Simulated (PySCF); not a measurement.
# Removal energies of Yb from EOM-IP-GCCSD

Reference: closed-shell Yb, [Xe] 4f14 6s2; one electron is removed. Calculated with PySCF 2.14, two-component X2C-1e with screened spin-orbit coupling, x2c-TZVPPall-2c with one added diffuse shell each of s, p, d, f type (12s12p11d5f2g, 156 functions); frozen [Kr] 4d10; the 40 highest virtual spinors dropped; of the others 102 kept and the rest restored at second order. No Breit or QED terms. Binding energies in eV.

| level | Koopmans | second order | EOM-CCSD | NIST |
| --- | --- | --- | --- | --- |
| 6s1/2 | 5.349 | 6.326 | 6.269 | 6.254 |

Only part of the computed levels is shown.
